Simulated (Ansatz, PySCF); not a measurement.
C₂H₅F₂GeN, singlet, at a GFN2-xTB geometry. Base run: PySCF with CASSCF(6,6)/STO-3G.

Input for PySCF:
```python
from pyscf import gto, scf, mcscf
import numpy

mol = gto.Mole()
mol.atom = '''
    C    -2.401662   -0.929804   -0.683340
    C    -1.689937    0.140922   -0.384120
    Ge    0.219405    0.078522    0.042038
    N     1.222072   -1.343470   -0.437137
    F     0.947080    1.600443   -0.485863
    F     0.501178    0.196983    1.756853
    H    -1.961648   -1.913341   -0.716570
    H    -3.456385   -0.863587   -0.904249
    H    -2.134565    1.125406   -0.350443
    H     2.090408   -1.433446    0.074627
    H     1.402022   -1.466999   -1.422771
'''
mol.basis = 'sto-3g'
mol.charge = 0
mol.spin = 0
mol.verbose = 4
mol.build()

mf = scf.RHF(mol)
mf.kernel()
mc = mcscf.CASSCF(mf, 6, 6)
mc.fix_spin_(ss=0.0)
mc.kernel()
occ = numpy.linalg.eigvalsh(mc.fcisolver.make_rdm1(mc.ci, mc.ncas, mc.nelecas))[::-1]
ss = mc.fcisolver.spin_square(mc.ci, mc.ncas, mc.nelecas)[0]
print('natural occupations', occ.round(4), ' <S^2>', round(ss, 4))
```

Programs used: Ansatz (a first-principles code), PySCF; a row that names a program was run with it.

Variants of this job, named by their change:

```csv
change,ΔE vs base (kcal/mol),natural occupations,<S^2> of the state,outcome
base,0.000,1.98 1.96 1.89 0.11 0.04 0.02,0.00,converged
"active space = 6 electrons, 8 orbitals",-,-,-,not converged
state_average = 2 states,5.76,-,-,converged
"active space = 4 electrons, 6 orbitals",10.08,1.97 1.89 0.11 0.03 0.00 0.00,0.00,converged
"active space = 6 electrons, 7 orbitals",-5.77,1.98 1.97 1.90 0.10 0.03 0.02 0.00,0.00,converged
orbitals = fixed (CASCI); correction = SC-NEVPT2,-101.5,2.00 1.99 1.92 0.08 0.01 0.00,0.00,converged
"code = ansatz; correction = SC-NEVPT2, all electrons",-104.9,-,-,converged
correction = SC-NEVPT2,-103.3,1.98 1.96 1.89 0.11 0.04 0.02,0.00,converged
conv_tol = 1e-5,0.000,1.98 1.96 1.89 0.11 0.04 0.02,0.00,converged
start = MP2 natural orbitals,-1.17,1.97 1.96 1.88 0.12 0.04 0.03,0.00,converged
"active space = 4 electrons, 5 orbitals",10.40,1.97 1.89 0.11 0.03 0.00,0.00,converged
```

Active orbitals are taken around the Fermi level unless the row says otherwise; CASSCF can end in different local minima, and two programs can end on different orbitals. State-averaged rows give the lowest state.

Ansatz warned in this series: other orbitals give a lower active-space energy.
